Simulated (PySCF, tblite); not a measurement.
Compound: C4H11O3PSi2.
Numbering: `[CH3:1][C:2](=[O:3])[O:4][C@@H:5]([SiH2:6][PH2:7])[SiH2:8][CH:9]=[O:10]` (hydrogens: H11, H12, H13 on C1; H14 on C5; H15, H16 on Si6; H17, H18 on P7; H19, H20 on Si8; H21 on C9)

Structure used (GFN2-xTB), in Å, numbered top down from 1:
```xyz
21
C4H11O3PSi2 angstrom
C      3.1006   -0.6252   -0.1384
C      1.8399    0.1791   -0.0636
O      1.7560    1.2401    0.5429
O      0.8415   -0.3414   -0.7083
C     -0.4166    0.3417   -0.6021
Si    -1.7216   -0.9411    0.0130
P     -0.3137   -2.7152    0.0581
Si    -0.3060    1.8889    0.5160
C     -2.2272    2.1376    0.4339
O     -2.9795    1.2226    0.1745
H      3.7118   -0.2560   -0.9606
H      3.6622   -0.5139    0.7847
H      2.8525   -1.6678   -0.3182
H     -0.6817    0.6390   -1.6199
H     -2.0987   -0.8126    1.4203
H     -2.8138   -1.1231   -0.9380
H     -0.2719   -2.9104   -1.3076
H     -1.2969   -3.6703    0.2249
H     -0.1659    1.7165    1.9618
H      0.2015    3.1027   -0.1183
H     -2.6813    3.1259    0.6445
```

Computed, not measured: PBE0/pcSseg-1 in PySCF (dipole) on a GFN2-xTB geometry, gas phase.

Masses are those of the commonest isotopes; rigid-rotor values at the optimised geometry. The values belong to one conformer with, in the numbering `[CH3:1][C:2](=[O:3])[O:4][C@@H:5]([SiH2:6][PH2:7])[SiH2:8][CH:9]=[O:10]`, C1–C2–O4–C5 176°, C2–O4–C5–Si6 -125°, O4–C5–Si6–P7 -2°, C5–Si6–P7–H -75° and -168°, O4–C5–Si8–C9 -173°.

(1) Give the principal moments of inertia and the rotational constants in MHz.

(2) Classify the top.

(3) Is it planar, by Δ = Ic − Ia − Ib?

(4) Give the other two planar moments, Paa and Pbb, and the rms extents of the mass along the axes.

(5) Which types of transition are allowed, and where do some lines up to J = 5 fall?

## Answers

(1) Ia = 510.41, Ib = 633.63, Ic = 1078.19 u·Å²; 505379 MHz·u·Å²/I gives A = 990.1, B = 797.6, C = 468.7 MHz.

(2) An asymmetric top. Ray's parameter κ = (2B − A − C)/(A − C) = 0.261; −1 is the prolate and +1 the oblate limit.

(3) Not planar: Δ = Ic − Ia − Ib = -65.85 u·Å². For a rigid frame Δ = −2 Σ m c², so Σ m c² = 32.93 u·Å² lies off the ab plane: 12.06 from hydrogen and 20.86 from heavier atoms. The atom farthest from that plane is 1.76 Å away.

(4) Paa = Σ m a² = (Ib + Ic − Ia)/2 = 600.71 and Pbb = Σ m b² = (Ia + Ic − Ib)/2 = 477.49 u·Å². With the mass M = 194.00 u, the rms extents √(P/M) along a, b and c are 1.76, 1.57, 0.41 Å.

(5) The dipole components are |μa| = 1.39 D, |μb| = 1.93 D, |μc| = 1.34 D. Intensities carry the squares of the components, which stand as 0.52 : 1.00 : 0.48 (a : b : c). Some lines, for components of 0.1 D or more:

```tsv
type	branch	J(Ka,Kc)	MHz	lower level (cm⁻¹)
c	Q	5(3,3) ← 5(2,3)	311	0.748
a	Q	1(1,0) ← 1(1,1)	329	0.049
a	Q	4(3,1) ← 4(3,2)	482	0.541
b	Q	2(2,0) ← 2(1,1)	777	0.155
b	Q	5(4,1) ← 5(3,2)	1573	0.800
b	Q	4(2,2) ← 4(1,3)	1694	0.461
b	Q	4(4,0) ← 4(3,1)	1872	0.557
b	Q	3(2,2) ← 3(1,3)	2160	0.229
a	R	2(1,2) ← 1(1,1)	2204	0.049
b	Q	4(3,2) ← 4(2,3)	2306	0.464
b	Q	4(4,1) ← 4(3,2)	2318	0.541
a	R	2(0,2) ← 1(0,1)	2333	0.042
b	Q	5(4,2) ← 5(3,3)	2557	0.759
c	Q	5(5,1) ← 5(4,1)	2577	0.853
c	R	2(1,1) ← 1(0,1)	3383	0.042
b	R	2(2,0) ← 1(1,1)	3967	0.049
b	R	4(2,2) ← 3(3,1)	4612	0.364
b	R	4(2,3) ← 3(1,2)	5176	0.292
b	R	3(3,0) ← 2(2,1)	5780	0.174
b	R	5(2,4) ← 4(1,3)	5993	0.461
b	R	5(2,3) ← 4(3,2)	6209	0.541
a	R	5(4,1) ← 4(4,0)	6981	0.620
c	R	4(4,1) ← 3(3,1)	7631	0.364
c	R	5(4,2) ← 4(3,2)	9077	0.541
b	R	5(2,3) ← 4(1,4)	11411	0.368
```

Its lowest GFN2-xTB frequency is 5i cm⁻¹, too small to tell a flat minimum from a shallow saddle. Constants of a rigid frame at the computed geometry: no zero-point averaging, no centrifugal distortion. A rigid rotor knows nothing of internal rotation, which can split or shift real lines.
